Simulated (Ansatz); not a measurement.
Ansatz (an electronic-structure program) input (B3LYP-D3(BJ)/def2-TZVP):

Ansatz 0.2 input:
```yaml
crystal:
  periodic: [false, false, false]
  atoms:
    - {symbol: B, position_ang: [0.56508043, -0.54458586, 0.86070703]}
    - {symbol: F, position_ang: [1.81901793, -0.69562922, 0.47937673]}
    - {symbol: C, position_ang: [-0.44389535, 0.15928860, -0.12702125]}
    - {symbol: H, position_ang: [-1.46213460, 0.26638969, 0.23482854]}
    - {symbol: H, position_ang: [-0.47701119, -0.40431818, -1.06032907]}
    - {symbol: H, position_ang: [-0.06746573, 1.15389352, -0.36988995]}
basis:
  gaussian:
    orbitals: def2-TZVP
hamiltonian:
  xc: b3lyp
  dispersion: d3bj
magnetization: {spin_polarized: true, initial_magnetization: 1}
relax: {f_tol: 0.002, max_steps: 150}
```

End of the output:

```
integrals: 0.02 GiB planned
637 factors; their error is unknown
mean field: 0.35 GiB planned
mean field evaluation 32: about -4480.7602 eV, gradient 8.9e-5 eV
mean field -4480.76016300 eV, -164.6648988219 hartree, gradient 1.3e-5 eV, S^2 0.751504; 0 other end points of the search recorded, 0 dependent functions left out
the calculation of the forces begins
reference -4480.76037681 eV, -164.6649066791 hartree; 12, 11 occupied and 99, 100 virtual orbitals, 637 factors
relax step   4: F+E_penalty+E_count = -4480.87949179 eV  Δ(F+E_penalty+E_count) = -9.336e-5 eV  max|allowed force component| = 1.280e-2 eV/Å  Δτ_max = 0.0035 Å  (26 SCF iters, accepted)
these checks for a lower state are left out or cut short: starts, cluster_reference, orbital_swaps, neighbouring_geometries, increment
integrals: 0.02 GiB planned
637 factors; their error is unknown
mean field: 0.35 GiB planned
mean field -4480.76016505 eV, -164.6648988971 hartree, gradient 7.8e-5 eV, S^2 0.751504; 0 other end points of the search recorded, 0 dependent functions left out
the calculation of the forces begins
reference -4480.76037886 eV, -164.6649067545 hartree; 12, 11 occupied and 99, 100 virtual orbitals, 637 factors
relax step   5: F+E_penalty+E_count = -4480.87949639 eV  Δ(F+E_penalty+E_count) = -4.597e-6 eV  max|allowed force component| = 1.526e-3 eV/Å  Δτ_max = 0.0004 Å  (23 SCF iters, accepted)
integrals: 0.02 GiB planned
637 factors; their error is unknown
mean field: 0.35 GiB planned
mean field -4480.76016505 eV, -164.6648988971 hartree, gradient 7.8e-5 eV, S^2 0.751504; 1 other end points of the search recorded, 0 dependent functions left out
the calculation of the forces begins
reference -4480.76037886 eV, -164.6649067545 hartree; 12, 11 occupied and 99, 100 virtual orbitals, 637 factors
Total energy: -4480.87971020 eV, -164.6692921004 hartree
Atom 0 at     0.562460    -0.529917     0.829707 Å, force    -0.001526    -0.000139     0.000454 eV/Å
Atom 1 at     1.826599    -0.713871     0.515287 Å, force     0.001345    -0.000102    -0.000175 eV/Å
Atom 2 at    -0.444962     0.163814    -0.135977 Å, force     0.001322     0.000481    -0.001062 eV/Å
Atom 3 at    -1.452029     0.249844     0.265590 Å, force    -0.000365    -0.000091     0.000373 eV/Å
Atom 4 at    -0.484921    -0.400702    -1.075269 Å, force    -0.000370     0.000042     0.000327 eV/Å
Atom 5 at    -0.073555     1.165871    -0.381666 Å, force    -0.000406    -0.000192     0.000084 eV/Å
Dipole moment:    -0.200739     0.131876    -0.178753 e Å
```

It need not be the lowest isomer of its formula.
